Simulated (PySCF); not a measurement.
# Ionisation energy of Ta²⁺ by level of theory

Ta²⁺ [Xe] 4f14 5d3 (4F) → Ta³⁺ [Xe] 4f14 5d2 (3F), as a difference of total energies. All numbers are calculated (PySCF 2.14, the spin-free X2C one-electron Hamiltonian (Gaussian nucleus), in x2c-TZVPPall). Correlated levels: valence: [Xe] 4f14 frozen. The calculations carry no spin-orbit coupling.

| method | ionisation energy (eV) |
| --- | --- |
| UHF | 23.110 |
| MP2 (valence) | 23.362 |
| SCS-MP2 (valence) | 23.194 |
| CCSD (valence) | 23.421 |
| CCSD(T) (valence) | 23.423 |

Q: How much does correlation contribute at CCSD(T) (valence)?

A: 23.423 − (23.110) = 0.313 eV, measured against UHF.

A first-order spin-orbit estimate (lowest level to lowest level, LS coupling) adds -0.087 eV.

Errors of the correlated levels include the incompleteness of this basis and the frozen core.

For comparison: 23.1 ± 1.6 eV (theoretical estimate listed by NIST; NIST Atomic Spectra Database, ionization energies).
